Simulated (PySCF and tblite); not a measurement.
Results of a calculation; reference values are marked as such.
Stationary points of 2-bromo-4-pyridinecarboxaldehyde at GFN2-xTB, in Å:

Structure A

```
 1 O    -2.293   -1.926   -0.213
 2 C    -1.993   -0.840    0.199
 3 C    -0.649   -0.234    0.079
 4 C    -0.382    1.039    0.586
 5 C     0.900    1.546    0.443
 6 N     1.873    0.878   -0.151
 7 C     1.613   -0.320   -0.626
 8 Br    3.065   -1.207   -1.460
 9 C     0.376   -0.939   -0.547
10 H    -2.725   -0.190    0.717
11 H    -1.153    1.611    1.077
12 H     1.170    2.525    0.813
13 H     0.197   -1.925   -0.949
```

Structure B

```
 1 O    -2.973   -0.235    0.563
 2 C    -1.992   -0.839    0.229
 3 C    -0.647   -0.240    0.081
 4 C    -0.448    1.119    0.334
 5 C     0.827    1.637    0.183
 6 N     1.858    0.898   -0.191
 7 C     1.662   -0.378   -0.427
 8 Br    3.194   -1.363   -0.959
 9 C     0.437   -1.018   -0.312
10 H    -2.023   -1.921    0.000
11 H    -1.281    1.732    0.639
12 H     1.046    2.680    0.363
13 H     0.335   -2.072   -0.520
```

Structure C

```
 1 O    -2.859   -0.831   -0.607
 2 C    -2.001   -0.842    0.225
 3 C    -0.646   -0.236    0.077
 4 C    -0.415    1.084    0.458
 5 C     0.864    1.597    0.307
 6 N     1.869    0.889   -0.176
 7 C     1.639   -0.352   -0.532
 8 Br    3.129   -1.306   -1.215
 9 C     0.407   -0.983   -0.436
10 H    -2.153   -1.320    1.216
11 H    -1.213    1.692    0.853
12 H     1.102    2.615    0.581
13 H     0.277   -2.006   -0.751
```

The path came from a restrained scan, a climbing-image band and a saddle search at GFN2-xTB; energies are PBE0/pcSseg-1 + D3(BJ), IEF-PCM chloroform//GFN2-xTB, thermal terms GFN2-xTB.

Question: Which structure is a saddle point, and along which motion?

Answer: C: one imaginary mode (109i cm⁻¹ at GFN2-xTB, mostly on O1, H10, C2), along the rotation about the C3–C2 bond (torsion C4–C3–C2–O1 from 0° to 180°, rising).

Question: Give their symmetry and energies above the lowest.

Answer: A Cs, 0.0 kcal/mol; B Cs, 0.0 kcal/mol; C C1, 7.4 kcal/mol.

Spin–orbit effects of heavy atoms on shieldings are missing.
